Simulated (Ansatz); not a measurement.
Ge₁₄SbH₂₄⁺, a doped nanocrystal (Sb at the centre, charge +1), relaxed as a singlet with RKS PBE-D4/def2-SVP in Ansatz, starting from the force-field or lattice model geometry. Force threshold 0.03 eV/Å.

In the def2 sets Sb takes a core potential; there is no spin–orbit coupling. Single mean-field runs in def2-SVP are fitted with def2-universal-jkfit.

Start:

```xyz
39

Ge   -4.2257   -0.9026    0.6034
Ge   -3.1271   -0.3403    2.6584
Ge   -1.8753   -2.2139    3.5008
Ge    1.7511    2.6828    0.0648
Ge   -1.6377    1.5539    2.2877
Ge    2.1419    1.2411   -3.5951
Ge    3.2956    1.8615   -1.5872
Ge   -1.1053    0.1270   -1.6162
Ge   -0.2531    1.5648   -3.3313
Ge   -3.4556    0.4591   -1.2408
Ge    4.4960   -0.0522   -0.7075
Ge    1.3927   -1.2445    1.4712
Ge    2.9653   -1.8756   -0.2443
Ge   -0.2494   -2.9472    1.9012
Sb    0.0863    0.7760    0.5439
H    -5.7221   -0.7330    0.7548
H    -3.9814   -2.3863    0.2891
H    -4.1706    0.0726    3.6760
H    -1.1834   -1.8334    4.7693
H    -2.8281   -3.3300    3.8210
H     2.4067    3.0133    1.3803
H     0.9089    3.8251   -0.4475
H    -0.8562    1.9313    3.5116
H    -2.3135    2.7247    1.6705
H     2.6362    2.0890   -4.7452
H     2.4096   -0.2032   -3.9453
H     4.3111    2.9412   -1.9057
H    -0.7547   -1.3323   -1.8164
H    -0.9335    1.2318   -4.6504
H    -0.5226    2.9913   -3.0136
H    -4.2262    0.1222   -2.4903
H    -3.7321    1.9187   -0.9092
H     5.2139    0.3521    0.5755
H     5.5195   -0.4924   -1.7003
H     2.0539   -0.7512    2.7147
H     3.7879   -3.0708    0.2234
H     2.2520   -2.2444   -1.5196
H     0.4546   -4.1975    2.4417
H    -0.9299   -3.3285    0.6064
```

Q: Estimate the energy that the relaxation releases and the steps that it takes.

A: 0.76 eV, in 8 steps; 3.8 min on 4 threads of AMD EPYC 7R13 on a shared host and a share (37 GiB) of an NVIDIA H100 80GB HBM3. The force fell under the threshold at step 4, but the optimiser went on and released 0.011 eV more. No frequencies were taken in this run, so the end may be a saddle point.

Q: Does the start keep its bonding and symmetry?

A: By distances, no bond broke or formed. The bond that changes most is Ge8–Sb15, from 2.55 to 2.66 Å (atoms count from 1). Point group Cs at the start, Cs at the end, both within 0.05 Å.

Q: Predict the relaxed structure.

A: 
```xyz
39

Ge   -4.260   -1.018    0.599
Ge   -3.198   -0.356    2.714
Ge   -1.858   -2.188    3.631
Ge    1.825    2.740    0.040
Ge   -1.694    1.547    2.363
Ge    2.192    1.170   -3.657
Ge    3.393    1.879   -1.635
Ge   -1.174    0.134   -1.709
Ge   -0.210    1.566   -3.449
Ge   -3.561    0.430   -1.241
Ge    4.588   -0.002   -0.620
Ge    1.386   -1.323    1.422
Ge    3.008   -1.848   -0.339
Ge   -0.354   -2.988    1.877
Sb    0.081    0.807    0.538
H    -5.802   -0.966    0.761
H    -3.825   -2.473    0.272
H    -4.265    0.137    3.732
H    -1.016   -1.693    4.838
H    -2.804   -3.335    4.078
H     2.450    3.020    1.433
H     0.949    3.943   -0.403
H    -0.811    1.911    3.588
H    -2.341    2.828    1.772
H     2.751    1.940   -4.882
H     2.426   -0.352   -3.855
H     4.354    3.060   -1.954
H    -0.767   -1.362   -1.860
H    -0.970    1.276   -4.770
H    -0.494    3.025   -3.000
H    -4.337    0.130   -2.551
H    -3.738    1.926   -0.867
H     5.155    0.401    0.769
H     5.744   -0.437   -1.559
H     2.057   -0.782    2.719
H     3.703   -3.181    0.050
H     2.178   -2.066   -1.636
H     0.358   -4.316    2.253
H    -1.121   -3.184    0.538
```
Bond lengths: 14 × Ge–Ge 2.44 to 2.46 Å; 4 × Ge–Sb 2.65 to 2.66 Å; 24 × Ge–H 1.55 to 1.56 Å.
